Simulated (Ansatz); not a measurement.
Computed with Ansatz on PBE0-D4/def2-TZVP structures; ΔE is electronic, products minus reactants. CCSD(T)/CBS is the MP2 limit (def2-TZVPP, def2-QZVPP) plus CCSD(T) − MP2 in def2-TZVPP, frozen cores. This one scheme is used for every species. DFT in def2-TZVPP. B3LYP here is the variant with VWN-RPA as its local correlation; programs differ in this. For Br outer-core shells are correlated without core-valence functions, which leaves a few kJ/mol of doubt a bond. Scalar relativity is left out up to krypton. Each species was taken in one conformer, which may not be the lowest.

`[F][Al]([F])[Br]` + `CC` → `C[CH2][Al]([F])[F]` + HBr  (formal exchange of groups at the Al–Br bond)

CCSD(T)/CBS gives +158.9 kJ/mol.

Question: Another level gave +162.8 kJ/mol. Which?
A. LDA (SPW92)/def2-TZVPP
B. revPBE-D4/def2-TZVPP
C. r2SCAN0/def2-TZVPP
D. B3LYP/def2-TZVPP

Answer: C. r2SCAN0 162.8, revPBE-D4 147.8, LDA (SPW92) 140.7, B3LYP 155.5 kJ/mol.

Largest T1 diagnostic among the species: 0.012.

From BLYP to BHLYP (50 % exact exchange), in def2-TZVPP and without D4, ΔE moves by +13.8 kJ/mol. Leaving LDA and LC-ωPBE aside and taking each functional with its dispersion term where it has one, the values, not all of them listed here, spread over 16.3 kJ/mol, from PBE-D4 to BHLYP-D4. LDA lies −7.4 kJ/mol from PBE without D4. In def2-TZVPP, CCSD(T) changes the Hartree–Fock value by −21.9 kJ/mol (the triples alone add −2.3 kJ/mol) and MP2 by −17.1 kJ/mol.
